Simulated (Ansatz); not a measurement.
Input file for Ansatz (a first-principles code): R-CCSD(T)/def2-TZVPPD on H3In (SMILES [InH3]), atoms moved off the minimum. Elements past Kr take the def2 small-core potentials; no spin–orbit coupling. Files ending in .json are basis or fitting sets from the Basis Set Exchange. The run froze 9 orbitals, filled d shells among them.

Ansatz 0.2 input:
```yaml
crystal:
  periodic: [false, false, false]
  atoms:
    - {symbol: In, position_ang: [-0.02205893, -0.00113301, -0.01286966]}
    - {symbol: H, position_ang: [0.66125233, -0.46132053, 1.51690789]}
    - {symbol: H, position_ang: [-0.35824978, 1.65200450, -0.28400549]}
    - {symbol: H, position_ang: [-0.29327389, -1.17148417, -1.23305334]}
basis:
  gaussian:
    orbitals: def2-TZVPPD.json
magnetization: {spin_polarized: false}
correlation: {method: ccsd_t, electrons: outside_noble_gas}
scf: {lower_state_search: off}
output: {forces: true}
```

Program output:

```
WARN ansatz: RAYON_NUM_THREADS=1 ignored (pool sized by the plan → 1); use --threads N
Functional definition: HF
these checks for a lower state are left out or cut short: starts, cluster_reference, orbital_swaps, neighbouring_geometries, increment
integrals: 0.13 GiB planned
776 factors; integrals over basis functions are off by at most 8.0e-4 eV
mean field: 0.18 GiB planned
mean field evaluation 1: about -5194.6196 eV, gradient 9.4e0 eV
mean field evaluation 2: about -5194.6200 eV, gradient 9.4e0 eV
mean field evaluation 4: about -5195.0243 eV, gradient 1.3e0 eV
mean field evaluation 8: about -5195.0280 eV, gradient 7.1e-5 eV
mean field -5195.02803546 eV, -190.9137589867 hartree, gradient 7.7e-7 eV, S^2 0.000000; 0 other end points of the search recorded, 0 dependent functions left out
9 core orbitals not correlated
reference -5195.02803546 eV, -190.9137589867 hartree; 3, 3 occupied and 95, 95 virtual orbitals, 776 factors
densities: 0.56 GiB planned
second order -2.37384793 eV of doubles, -0.00000000 eV of singles
coupled cluster: 0.39 GiB planned
cycle   1  -2.78575667 eV  change   -4.1e-1 eV  update   5.2e-2
cycle   2  -2.96864706 eV  change   -1.8e-1 eV  update   1.9e-2
cycle   3  -2.97272486 eV  change   -4.1e-3 eV  update   3.8e-3
cycle   4  -2.97276522 eV  change   -4.0e-5 eV  update   1.3e-3
cycle   5  -2.97260176 eV  change    1.6e-4 eV  update   3.6e-4
cycle   6  -2.97253689 eV  change    6.5e-5 eV  update   8.5e-5
cycle   7  -2.97255469 eV  change   -1.8e-5 eV  update   2.5e-5
cycle   8  -2.97256174 eV  change   -7.0e-6 eV  update   8.0e-6
cycle   9  -2.97255940 eV  change    2.3e-6 eV  update   2.3e-6
perturbative correction -0.04218345 eV, -0.0015502131 hartree
the calculation of the forces begins
Total energy: -5198.04277831 eV, -191.0245487431 hartree
Atom 0 at    -0.022059    -0.001133    -0.012870 Å, force     0.192457    -0.104323     0.266042 eV/Å
Atom 1 at     0.661252    -0.461321     1.516908 Å, force     0.056918    -0.092342     0.180075 eV/Å
Atom 2 at    -0.358250     1.652005    -0.284005 Å, force    -0.147692     0.537215    -0.110017 eV/Å
Atom 3 at    -0.293274    -1.171484    -1.233053 Å, force    -0.101683    -0.340551    -0.336100 eV/Å
Dipole moment:    -0.024286    -0.005626    -0.016961 e Å
Checks for a lower state left out: starts, cluster_reference, orbital_swaps, neighbouring_geometries, increment
```

The run converged.

Cost: very roughly 7 core-seconds.
